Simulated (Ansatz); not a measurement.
Single points on the cluster Li5Al3.

```yaml
crystal:
  periodic: [false, false, false]
  atoms:
    - {symbol: Al, position_ang: [-0.173470, 1.115973, -1.637212]}
    - {symbol: Al, position_ang: [-2.314591, 0.290972, -0.671561]}
    - {symbol: Al, position_ang: [-0.507313, -0.599793, 0.966077]}
    - {symbol: Li, position_ang: [2.118108, -0.899580, 1.507245]}
    - {symbol: Li, position_ang: [2.523013, 0.956685, -1.310770]}
    - {symbol: Li, position_ang: [0.706037, 1.809202, 0.911136]}
    - {symbol: Li, position_ang: [-3.054243, -1.169048, 1.516752]}
    - {symbol: Li, position_ang: [0.702459, -1.504411, -1.281668]}
basis:
  gaussian: {orbitals: def2-TZVPP, initial_orbitals: start.molden}
correlation: {method: ccsd_t}
scf: {omitted_lower_state_checks: [starts]}
output: {orbitals: {seedname: orbitals}}
```

The file start.molden holds the orbitals of an earlier run on this structure, at another level or in another basis.

```sh
$ ansatz run in.yaml --threads 4 --pin off --events-out ev --progress --plain --max-ram 3916MiB
```

It prints (some lines left out):

```
Functional definition: HF
1518 factors; integrals over basis functions are off by at most 7.2e-4 eV
mean field evaluation 1: about -20760.5343 eV, gradient 3.1e1 eV
mean field evaluation 2: about -20761.1720 eV, gradient 9.3e-1 eV
mean field evaluation 4: about -20761.4370 eV, gradient 5.9e-2 eV
mean field evaluation 8: about -20761.4374 eV, gradient 2.7e-6 eV
mean field evaluation 16: about -20756.0936 eV, gradient 1.6e1 eV
mean field evaluation 32: about -20756.3998 eV, gradient 5.2e0 eV
mean field evaluation 64: about -20758.3326 eV, gradient 1.2e0 eV
mean field -20761.43739603 eV, -762.9687516963 hartree, gradient 2.4e-6 eV, S^2 0.000000; 0 other end points of the search recorded, 0 dependent functions left out; unrestricted orbitals would lower it
mean field evaluation 96: about -20761.8460 eV, gradient 8.1e-1 eV
15 core orbitals not correlated: weight in the atoms' cores, before any rotation towards them, 1.000 or more for the frozen orbitals, at most 0.000 for the correlated occupied ones
reference -20761.43739603 eV, -762.9687516963 hartree; 12, 12 occupied and 194, 194 virtual orbitals, 1518 factors
second order -13.55803787 eV of doubles, -0.00000000 eV of singles
cycle   1  -13.50862465 eV  change    4.9e-2 eV  update   1.9e-1
cycle   2  -14.08214842 eV  change   -5.7e-1 eV  update   7.8e-2
cycle   3  -14.24764399 eV  change   -1.7e-1 eV  update   3.3e-2
cycle   4  -14.24145069 eV  change    6.2e-3 eV  update   1.3e-2
cycle   5  -14.23453937 eV  change    6.9e-3 eV  update   8.9e-3
cycle   6  -14.23668506 eV  change   -2.1e-3 eV  update   4.7e-3
cycle   7  -14.23575466 eV  change    9.3e-4 eV  update   2.4e-3
cycle   8  -14.23568440 eV  change    7.0e-5 eV  update   1.2e-3
cycle   9  -14.23575037 eV  change   -6.6e-5 eV  update   5.1e-4
cycle  10  -14.23556876 eV  change    1.8e-4 eV  update   2.9e-4
cycle  11  -14.23565514 eV  change   -8.6e-5 eV  update   1.5e-4
cycle  12  -14.23569845 eV  change   -4.3e-5 eV  update   8.2e-5
cycle  13  -14.23573341 eV  change   -3.5e-5 eV  update   5.0e-5
cycle  14  -14.23575381 eV  change   -2.0e-5 eV  update   3.0e-5
perturbative correction -1.14528954 eV, -0.0420886144 hartree
Total energy: -20776.81843938 eV, -763.5339946138 hartree
Checks for a lower state left out: starts
```

It took 54 s on 4 threads of Arm Neoverse V2 on a shared host, peak host memory 3.3 GiB.

As the first input, with `gaussian: {orbitals: def2-TZVP, initial_orbitals: start.molden}`, `hamiltonian: {xc: pbe, dispersion: d4}`, `output: {forces: true, orbitals: {seedname: orbitals}}` and without the key `correlation` (abridged; 2.3 s):

```
Functional definition: PBE
mean field -20801.03771425 eV, -764.4240365490 hartree, gradient 1.3e-5 eV, S^2 0.000000
Total energy: -20801.23340901 eV, -764.4312281986 hartree
Atom 0 force     0.096255     0.018170    -0.032791 eV/Å
Atom 1 force    -0.104813    -0.025760     0.026173 eV/Å
Atom 2 force     0.056584    -0.054063     0.077221 eV/Å
Atom 3 force    -0.052167     0.054432    -0.067330 eV/Å
Atom 4 force    -0.091090    -0.044989     0.068597 eV/Å
Atom 5 force     0.027402    -0.094452    -0.067416 eV/Å
Atom 6 force     0.060480     0.040312    -0.061184 eV/Å
Atom 7 force     0.007350     0.106351     0.056729 eV/Å
Dipole moment:     0.611286    -0.455310     0.602567 e Å
Checks for a lower state left out: starts
```

As the first input, with `gaussian: {orbitals: def2-TZVP, initial_orbitals: start.molden}`, `hamiltonian: {xc: {name: BLYP}, dispersion: d4}` and without the key `correlation` (abridged; 2.1 s):

```
Functional definition: BLYP
mean field -20814.14735888 eV, -764.9058071030 hartree, gradient 2.2e-5 eV, S^2 0.000000
Total energy: -20814.54425638 eV, -764.9203928171 hartree
Checks for a lower state left out: starts
```

As the first input, with `gaussian: {orbitals: def2-TZVP, initial_orbitals: start.molden}`, `hamiltonian: {xc: r2scan, dispersion: d4}` and without the key `correlation` (abridged; 4.4 s):

```
Functional definition: r2SCAN
mean field -20811.87471597 eV, -764.8222890165 hartree, gradient 1.1e-5 eV, S^2 0.000000
Total energy: -20811.91310299 eV, -764.8236997137 hartree
Checks for a lower state left out: starts
```

The first input with `gaussian: {orbitals: def2-TZVP, initial_orbitals: start.molden}`, `hamiltonian: {xc: {name: B97M-V}}` and without the key `correlation` (abridged; 8 s):

```
Functional definition: B97M-V
mean field -20813.35209801 eV, -764.8765818050 hartree, gradient 5.4e-5 eV, S^2 0.000000
Total energy: -20813.35217493 eV, -764.8765846320 hartree
Checks for a lower state left out: starts
```

First input, but with `gaussian: {orbitals: def2-TZVP, initial_orbitals: start.molden}`, `hamiltonian: {xc: pbe0, dispersion: d4}` and without the key `correlation` (abridged; 3 s):

```
Functional definition: PBE0
mean field -20803.03812062 eV, -764.4975501270 hartree, gradient 5.9e-5 eV, S^2 0.000000
Total energy: -20803.20832548 eV, -764.5038050402 hartree
Checks for a lower state left out: starts
```

Geometry: r2SCAN-D4/def2-SVP.

Correlated methods freeze 15 core orbitals; core or outer-core shells of Li are correlated, in sets that lack core-valence functions. At CCSD(T)/def2-TZVPP T1 of the charge 0 singlet is large (up to 0.024), so the single-reference result is doubtful. At CCSD(T)/def2-TZVPP the restricted singlet (for correlated methods, its reference) is unstable: a solution with broken spin symmetry lies lower. The restricted singlet is unstable towards broken spin symmetry in Hartree–Fock (as tested in another run); at PBE-D4/def2-TZVP, BLYP-D4/def2-TZVP, r2SCAN-D4/def2-TZVP, B97M-V/def2-TZVP and others this wasn't settled. Another isomer (singlet) lies 0.54 eV lower at PBE0-D4/def2-TZVP; other spin states weren't run for this one.
